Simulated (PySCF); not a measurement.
Si(Cl)2(I)(OH) (Cl2HIOSi), SMILES Cl[Si](I)(O)Cl.

The structure is a stationary point at B3LYP-D3(BJ)/def2-SVP. The structure was generated by enumeration, and PubChem lists no compound with its InChIKey, so it may never have been made. The def2 effective core potentials stand for the cores of I; spin–orbit coupling is left out. Other conformers were not sampled.

Two levels are set side by side: PBE/def2-TZVP (PySCF) and ωB97X/def2-TZVP (PySCF). Same geometry, gas phase. Differences are taken from unrounded values.

| quantity | ωB97X | PBE | PBE minus ωB97X |
|---|---|---|---|
| orbital gap (eV) | 11.16 | 4.77 | -6.39 |
| highest occupied level (eV) | -10.30 | -6.90 | 3.40 |
| lowest empty level (eV) | 0.86 | -2.13 | -2.99 |
| dipole moment (D) | 1.25 | 1.22 | -0.03 |
| mean polarisability (bohr³) | 78.8 | 83.0 | 4.2 |

PBE's occupied levels lie high since its potential decays too fast outside the molecule; exact exchange lowers them and widens the gap. PBE's more diffuse valence density responds more strongly to a field. Differences between two approximate levels are no errors against the true value.

Rough cost on one machine, each run with all the roots and properties that it gave: ωB97X against PBE within a factor of 2.
